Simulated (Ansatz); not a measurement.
Relaxation of ClGaH6N2 (10 atoms, charge 0, multiplicity 1), to a largest force component of 0.03 eV/Å in at most 50 steps.

Computed with RKS B3LYP-D4/def2-SVP in Ansatz.

```xyz
10
Properties=species:S:1:pos:R:3:forces:R:3
Ga -0.004 0.554 -0.538 -0.05 0.02 0.47
N -0.114 0.155 2.552 -0.10 0.59 -0.60
H -0.963 -0.147 3.033 0.01 0.00 -0.01
H 0.608 0.284 3.262 -0.01 0.00 0.01
N 1.578 0.143 -1.313 0.05 0.00 -0.01
H 1.713 -0.707 -1.850 -0.01 -0.01 0.01
H 2.460 0.537 -1.000 -0.01 0.01 -0.02
Cl -1.682 -0.676 -1.166 0.00 0.01 -0.02
H -0.263 1.781 0.400 0.02 0.06 -0.42
H -0.312 1.089 2.140 0.10 -0.68 0.59
```

**Question.** Where does it end, and by what steps?

**Answer.** The run converged. After 12 steps the energy has fallen by 0.890 eV; H4 moved furthest, 1.22 Å. Joined: Ga1–N2 (3.12 → 2.14 Å).

```json
{"step": "0", "energy less start (eV)": "0.0000", "largest force component (eV/Å)": "0.681", "accepted": "yes"}
{"step": "1", "energy less start (eV)": "-0.1109", "largest force component (eV/Å)": "1.017", "accepted": "yes"}
{"step": "2", "energy less start (eV)": "-0.1915", "largest force component (eV/Å)": "1.995", "accepted": "yes"}
{"step": "3", "energy less start (eV)": "-0.3904", "largest force component (eV/Å)": "0.984", "accepted": "yes"}
{"step": "4", "energy less start (eV)": "-0.5884", "largest force component (eV/Å)": "0.646", "accepted": "yes"}
{"step": "5", "energy less start (eV)": "-0.6965", "largest force component (eV/Å)": "1.026", "accepted": "yes"}
{"step": "6", "energy less start (eV)": "-0.7818", "largest force component (eV/Å)": "0.772", "accepted": "yes"}
{"step": "7", "energy less start (eV)": "-0.8289", "largest force component (eV/Å)": "1.153", "accepted": "yes"}
{"step": "8", "energy less start (eV)": "-0.8701", "largest force component (eV/Å)": "0.573", "accepted": "yes"}
{"step": "9", "energy less start (eV)": "-0.8814", "largest force component (eV/Å)": "0.307", "accepted": "yes"}
{"step": "10", "energy less start (eV)": "-0.8874", "largest force component (eV/Å)": "0.136", "accepted": "yes"}
{"step": "11", "energy less start (eV)": "-0.8897", "largest force component (eV/Å)": "0.057", "accepted": "yes"}
{"step": "12", "energy less start (eV)": "-0.8902", "largest force component (eV/Å)": "0.024", "accepted": "yes"}
```

```xyz
10
Properties=species:S:1:pos:R:3
Ga -0.073 0.763 -0.117
N -0.080 0.278 1.963
H -0.775 -0.457 2.118
H 0.852 -0.108 2.137
N 1.618 0.051 -0.472
H 1.605 -0.856 -0.939
H 2.242 0.652 -1.008
Cl -1.725 -0.645 -0.610
H -0.386 2.298 -0.174
H -0.256 1.038 2.622
```

Whether the end is a true minimum wasn't checked by a vibrational analysis.

Time of the run: 23 s on 4 threads of Arm Neoverse V2, with other jobs on the host, peak memory 0.25 GiB.
